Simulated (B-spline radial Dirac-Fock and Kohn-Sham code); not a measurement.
La⁴⁷⁺: scattering cross sections and density moments

System: lanthanum as La⁴⁷⁺, configuration 1s2 2s2 2p6.

Input of the calculation (task.json; shells as n, l, electrons):

```json
{"items": [{
  "Z": 57,
  "q": 47,
  "cfg": [[1, 0, 2], [2, 0, 2], [2, 1, 6]],
  "A": 139,
  "rrms": 4.855,
  "do": ["scatter"],
  "s": [0.0, 0.05, 0.1, 0.15, 0.2, 0.25, 0.3, 0.35, 0.4, 0.45, 0.5, 0.6, 0.7, 0.8, 0.9, 1.0, 1.1, 1.2, 1.4, 1.6, 1.8, 2.0, 2.5, 3.0, 3.5, 4.0, 5.0, 6.0],
  "pz": [0, 0.1, 0.15, 0.21, 0.31, 0.45, 0.66, 0.96, 1.4, 2.0, 3.0, 4.3, 6.3, 9.1, 13.0, 19.0, 28.0, 41.0, 60.0, 87.0, 130.0],
  "hv_scatter": [1000, 5000, 10000, 50000, 100000, 200000, 500000, 1000000]
}]}
```

Run with: `python xray_run.py task.json out`

Calculated with a radial B-spline solver, using configuration-average Dirac-Fock orbitals.

```
Sum of ⟨r⟩                          : 0.8107 bohr
Sum of ⟨r²⟩                         : 0.08920 bohr²
Sum of ⟨1/r⟩                        : 237.49 per bohr
Langevin diamagnetic susceptibility : -0.0706 × 10⁻⁶ cm³/mol
Lamb shielding (α²/3)Σ⟨1/r⟩         : 4216 ppm
```

Coherent scattering is the Thomson cross section weighted by f₀², without anomalous dispersion; incoherent scattering is Klein-Nishina weighted by S. The Lamb formula is the non-relativistic shielding expression. Electron correlation is left out. A dash stands where the photon energy is too low for the impulse approximation behind that column.

```
hν (keV)  coherent (b)  incoherent (b)  incoherent per electron (b)
       1         66.50               –                            –
       5         65.82               –                            –
      10         63.78               –                            –
      50         30.46           1.949                        0.195
     100         11.81           3.017                        0.302
     200         3.898           3.271                        0.327
     500        0.7366           2.707                        0.271
    1000        0.1933           2.059                        0.206
```

Incoherent scattering overtakes coherent scattering between 200 and 500 keV.
